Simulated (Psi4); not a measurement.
Psi4 was given this input:
```
memory 2 GB

molecule mol {
0 1
  Si   -0.006668   -0.002780    0.122759
  H     0.047787    1.131724   -0.834069
  H     0.045568   -1.092808   -0.884561
}

set basis 6-311g**
set reference rhf

energy('mp2')
print_variables()
```

Task: What does this run give for the MP2 correlation energy, total energy?

Result: 
The MP2 correlation energy is -0.2114 Eh and the total energy comes out as -290.2337 Eh.
